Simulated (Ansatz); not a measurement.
Total energies of TiFCl3 (TiCl3F) from Ansatz at PBE0-D4/def2-TZVPD, gas phase (1 Eh = 27.2114 eV = 2625.5 kJ/mol). The reference geometry is relaxed at PBE-D4/def2-SVP.

Cartesian coordinates in Å:
```
Ti 0.039 0.031 0.063
F 0.875 0.707 1.423
Cl 1.201 -1.628 -0.735
Cl -0.200 1.568 -1.461
Cl -1.915 -0.678 0.711
```

```tsv
state	geometry	energy (Eh)
charge 0 singlet	reference	-2329.53481
charge -1 doublet	reference	-2329.61758
free Ti atom (triplet)	–	-849.14320
free F atom (doublet)	–	-99.67703
free Cl atom (doublet)	–	-459.99797
```

Work out the vertical electron affinity, to the doublet.

E(charge 0 singlet) − E(charge -1 doublet) = -2329.53481 − (-2329.61758) = 0.08277 Eh = 2.25 eV.

What is the binding energy per atom against free atoms?

Atoms: 1 × (-849.14320) + 1 × (-99.67703) + 3 × (-459.99797) = -2328.81414 Eh. Binding: -2328.81414 − (-2329.53481) = 0.72067 Eh = 19.61 eV, or 3.92 eV for each of 5 atoms (no zero-point energy, no counterpoise term).
